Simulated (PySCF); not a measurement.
# Name the molecule from its bond curve

A diatomic of charge -1 contains Br. Its doublet curve at BLYP in a double-zeta basis (spin-free X2C with a Gaussian nucleus, PySCF), in eV from the separated fragments:

(R (Å), E (eV)): (1.812, -0.344), (1.896, -0.366), (1.981, -0.381), (2.044, -0.389), (2.107, -0.393), (2.170, -0.394), (2.255, -0.390), (2.360, -0.380), (2.486, -0.360), (2.655, -0.328)

The fit gives ωe = 461 cm⁻¹ and the rotational constant Bₑ = 3.653 cm⁻¹.

Problem. Which atom is the partner?

Solution. The minimum lies at 2.154 Å, so the reduced mass is 16.8576 u Å² cm⁻¹/(Bₑ·Re²) = 0.9946 u. With Br at 78.92 u the partner weighs about 1.0 u: H. The molecule is HBr⁻.

Spin–orbit coupling is left out. The highest Kohn–Sham level is positive in this anion. Much of that is self-interaction error, but it also means that the finite basis helps to hold the extra electron. The state is the lowest determinant that a PBE0 search found; another state may lie lower at other levels.
